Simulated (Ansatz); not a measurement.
Compare A (`BOC(=C)N`) with its isomer B (`NB1CCO1`).

Program: Ansatz. Geometries: PBE0-D4/def2-TZVP. ΔE: electronic, gas phase. CCSD(T)/CBS adds triple-zeta CCSD(T) − MP2 to the extrapolated MP2 energy (def2 sets, frozen cores). Functionals use def2-TZVPP. B3LYP here is the variant with VWN-RPA as its local correlation; programs differ in this. Each species was taken in one conformer, which may not be the lowest.

Question: Which is lower in electronic energy at CCSD(T)/CBS, and by how much? (Estimate.)

Answer: Computed: B, by 181.5 kJ/mol.

Question: Give E(B) − E(A) in kJ/mol with B2PLYP, B3LYP-D4, HF/def2-TZVPP, r2SCAN-D4, CCSD(T)/def2-TZVPP, PBE0-D4, ωB97M-V. (Estimate.)

Answer: The calculation gave: B2PLYP -173.1, B3LYP-D4 -164.0, HF/def2-TZVPP -165.0, r2SCAN-D4 -176.6, CCSD(T)/def2-TZVPP -181.3, PBE0-D4 -186.8, ωB97M-V -184.6. None reverses the order clearly.

Largest T1 diagnostic: 0.014.

From PBE to PBE0 (25 % exact exchange), in def2-TZVPP and without D4, E(B) − E(A) moves by −10.8 kJ/mol. In def2-TZVPP, CCSD(T) changes the Hartree–Fock value by −16.3 kJ/mol (the triples alone add +2.3 kJ/mol) and MP2 by −24.9 kJ/mol.
